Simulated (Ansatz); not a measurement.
Reaction (ligand exchange at the Si–C bond): `B[SiH2]OC[SiH3]` + `[OH][Al]([OH])[SH]` → `[OH][Al]([SH])[O][SiH3]` + `B[SiH2]OC`

Computed with Ansatz on PBE0-D4/def2-TZVP structures; ΔE is electronic, products minus reactants. CBS: MP2 limit from def2 TZ/QZ plus the TZ coupled-cluster correction, frozen cores. This one scheme is used for every species. DFT in def2-TZVPP. B3LYP here is the variant with VWN-RPA as its local correlation; programs differ in this. One conformer a species, not always the lowest.

Question: Is it downhill or uphill in electronic energy at CCSD(T)/CBS, and by how much? (Best estimate.)

Answer: The calculation gave: Downhill: ΔE = -1.35 eV.

Question: What do these levels give: PBE-D4, PBE0-D4, ωB97M-V, r2SCAN, PBE0, B3LYP, MP2/def2-TZVPP, SCS-MP2/def2-TZVPP, CCSD/def2-TZVPP, CCSD(T)/def2-TZVPP, MP2/CBS(def2), CCSD/CBS(def2)? (Estimate.)

Answer: Ansatz gave: PBE-D4 -1.17, PBE0-D4 -1.26, ωB97M-V -1.32, r2SCAN -1.34, PBE0 -1.28, B3LYP -1.39, MP2/def2-TZVPP -1.38, SCS-MP2/def2-TZVPP -1.43, CCSD/def2-TZVPP -1.40, CCSD(T)/def2-TZVPP -1.36, MP2/CBS(def2) -1.37, CCSD/CBS(def2) -1.39 eV.

Largest T1 diagnostic among the species: 0.012.

From PBE to PBE0 (25 % exact exchange), in def2-TZVPP and without D4, ΔE moves by −0.09 eV. The D4 term adds +0.03 eV with B3LYP and +0.02 eV with PBE0; it sums over pairs of atoms, weighted by their polarisabilities, and B3LYP, whose exchange is more repulsive, gets the larger term. In def2-TZVPP, CCSD(T) changes the Hartree–Fock value by +0.29 eV (the triples alone add +0.04 eV) and MP2 by +0.27 eV.
